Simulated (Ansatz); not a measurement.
Ti₄Si. Total charge 0; singlet. Geometry PBE-D4/def2-SVP.

```xyz
5

Ti    1.2015    1.6116   -0.1367
Ti    0.2024   -0.4673   -1.3919
Ti    0.8649   -0.2324    1.1477
Ti   -1.2801    0.7495   -0.0268
Si   -0.9886   -1.6615    0.4077
```

The restricted singlet is unstable towards broken spin symmetry at other levels; at PBE-D4/def2-SVP, PBE-D4/def2-TZVPD, r2SCAN-D4/def2-TZVPD, PBE0-D4/def2-SVP this wasn't settled. At PBE-D4/def2-TZVP the restricted singlet is unstable: a solution with broken spin symmetry lies lower. At PBE0-D4/def2-TZVP a quintet of charge 0 lies 1.04 eV below the restricted singlet, each at its own geometry. The structure comes from a short search, and lower isomers may exist.

Question: Estimate the orbital energies around the gap (eV) in Ansatz with PBE-D4/def2-SVP, PBE-D4/def2-TZVP, PBE-D4/def2-TZVPD, r2SCAN-D4/def2-TZVPD, PBE0-D4/def2-SVP.

Answer: 
```
orbital  PBE-D4/def2-SVP  PBE-D4/def2-TZVP  PBE-D4/def2-TZVPD  r2SCAN-D4/def2-TZVPD  PBE0-D4/def2-SVP
 HOMO−9            -9.81             -9.96              -9.98                -10.25            -11.13
 HOMO−8            -5.18             -5.35              -5.36                 -5.46             -6.08
 HOMO−7            -4.64             -4.78              -4.79                 -4.84             -5.34
 HOMO−6            -4.56             -4.68              -4.69                 -4.76             -5.26
 HOMO−5            -4.50             -4.61              -4.62                 -4.67             -5.19
 HOMO−4            -4.19             -4.36              -4.38                 -4.38             -4.76
 HOMO−3            -3.91             -4.09              -4.10                 -4.14             -4.60
 HOMO−2            -3.65             -3.86              -3.88                 -3.90             -4.36
 HOMO−1            -3.18             -3.35              -3.36                 -3.34             -3.96
   HOMO            -3.11             -3.26              -3.27                 -3.28             -3.80
   LUMO            -2.95             -3.13              -3.15                 -2.93             -1.92
 LUMO+1            -2.63             -2.83              -2.84                 -2.76             -1.80
 LUMO+2            -2.52             -2.73              -2.75                 -2.54             -1.47
 LUMO+3            -2.26             -2.53              -2.55                 -2.46             -1.46
 LUMO+4            -2.02             -2.22              -2.25                 -2.09             -1.19
 LUMO+5            -1.94             -2.12              -2.14                 -1.96             -1.12
```
